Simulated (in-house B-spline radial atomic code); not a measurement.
## RPA and G0W0 on B3LYP (VWN-RPA): Ru³⁺

Configuration [Kr] 4d5, highest spin, mean-field start B3LYP (VWN-RPA). Computed with a B-spline radial code for spherical atoms: all electrons, non-relativistic, point nucleus, each spin shell either full or empty, empty states to l = 9 with an (l + 1/2)⁻⁴ tail; G0W0 by contour deformation at full frequency.

Without relativity these are model numbers: it shifts the levels of so heavy an element strongly and can reorder them.

Command:
```bash
python run_gw.py task.json out
```
Settings (radii: box in bohr, nucleus in fm):
```
Z                        44
electrons                41
configuration            [Kr] 4d5
hamiltonian              nr
method                   b3lyp
lmax                     9
spin_polarised           True
box_radius               14.14
intervals                52
```

Time taken, with all properties: 2.8 s on 1 thread of Arm Neoverse V2 (shared host).

Energies (hartree):

| term | value |
| --- | --- |
| mean-field total | -4441.79450 |
| Hartree-Fock functional on these orbitals | -4439.76230 |
| direct second order | -3.3745 |
| second-order exchange | 0.9731 |
| SOSEX correction | 0.91006 |

What is the RPA correlation energy, and what remains with SOSEX?

RPA gives -3.0009 hartree (-1.99 eV per electron); RPA + SOSEX gives -2.0908, and the second-order doubles -2.4014 hartree (no singles). RPA lacks exchange-type terms and so overcorrelates at short range.

Quasi-particle levels (eV):

```tsv
level	occupied	mean field	Σx - vxc	Σc	QP weight	G0W0
4d up	yes	-40.86	-5.88	?	?	?
4p down	yes	-79.21	-6.50	0.35	0.920	-85.35
4d down	no	-33.91	8.38	-3.72	0.944	-29.237
```

G0W0 = mean field + (Σx - vxc) + Σc, with Σc (partial-wave tail included) taken at the quasi-particle energy. Only the outer levels were computed. Levels of low weight are left out.

Where does G0W0 put 4d up?

At -46.77 eV, with Σc = -0.02 eV and a quasi-particle weight of 0.942. The tabulated removal energy is 45 ± 1.7 eV (NIST, tabulated theory); the calculation leaves out relativity, Breit and QED terms, and what these don't explain is the method's own error.
